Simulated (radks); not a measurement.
Results of a calculation; reference values are marked as such.
Valence configurations of Ge IV (all share [Ar]). Level of theory: Dirac Kohn-Sham, PBEsol, spin-unpolarised, spherical densities, point nucleus; open shells fill j = l - 1/2 first (a radial shooting solver on a logarithmic mesh with Libxc functionals). Energies are relative to 3d10 4s1; eigenvalues in eV.

valence           E (eV)  e(3d3/2)  e(3d5/2)  e(4p1/2)  e(4p3/2)  e(4s1/2)
3d10 4s1           0.000   -63.464   -62.871         -         -   -40.384
3d10 4s0.5 4p0.5   5.092   -64.187   -63.594   -30.611         -   -40.812
3d10 4p1          10.200   -64.903   -64.309   -31.000         -         -
3d9.5 4s1 4p0.5   17.277   -68.917   -68.305   -31.814         -   -42.311
3d9 4s2           25.732   -73.128   -72.498         -         -   -43.383
3d9 4s1 4p1       36.526   -74.508   -73.877   -33.336         -   -44.165
3d9 4p2           47.389   -75.860   -75.227   -34.016         -         -
3d8 4s2 4p1       69.884   -84.792   -84.122   -35.569         -   -46.994
3d8 4s1 4p2       81.344   -86.083   -85.411   -36.199         -   -47.694
3d6 4s2 4p3       186.50   -109.69   -108.93   -41.048   -40.424   -53.751

NIST lists [Ar] 3d10 4s1 as the ground configuration; this level of theory agrees among the configurations tried. The energies are those of spherical spin-averaged densities, not of single terms.
